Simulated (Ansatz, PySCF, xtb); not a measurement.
Reaction R1 + R2 → P1, each structure at its B3LYP-D3(BJ)/def2-SVP stationary point, reached from a drawn start (curvature not checked).
R1: Cl5Nb (SMILES [Cl][Nb]([Cl])([Cl])([Cl])[Cl]), charge 0, multiplicity 1.
P1: Cl5H3NNb (SMILES [NH3+][Nb-]([Cl])([Cl])([Cl])([Cl])[Cl]), charge 0, multiplicity 1.
R2, NH3 (SMILES N) (charge 0, multiplicity 1):
```xyz
4

N      0.000     0.000     0.306
H      0.000     0.937    -0.102
H      0.812    -0.469    -0.102
H     -0.812    -0.469    -0.102
```

```tsv
level	reaction energy (kcal/mol)
GFN2-xTB	-24.26
PBE/def2-TZVPP	-23.39
PBE-D3(BJ)/def2-TZVPP	-26.86
BLYP-D4/def2-TZVPP	-25.56
r2SCAN-D3(BJ)/def2-TZVPP	-28.41
r2SCAN-D4/def2-TZVPP	-28.18
B3LYP-D3(BJ)/def2-TZVPP	-27.88
PBE0-D3(BJ)/def2-TZVPP	-28.60
M06-2X/def2-TZVPP	-29.58
wB97X-V/def2-TZVPP	-28.91
SCS-MP2/def2-SVP	-32.02
CCSD/def2-SVP	-32.69
CCSD/def2-TZVPP	-27.55
CCSD(T)/def2-TZVPP	-28.02
```

P less R. No zero-point or thermal terms; no spin–orbit coupling.

Cores are frozen in the correlated methods.

Programs: Ansatz (a program for electronic structure); PySCF for M06-2X and the D3/D4 terms; xtb for the GFN methods. Each number belongs to the level named beside it. Elements past Kr take the def2 small-core potentials, without spin–orbit coupling.
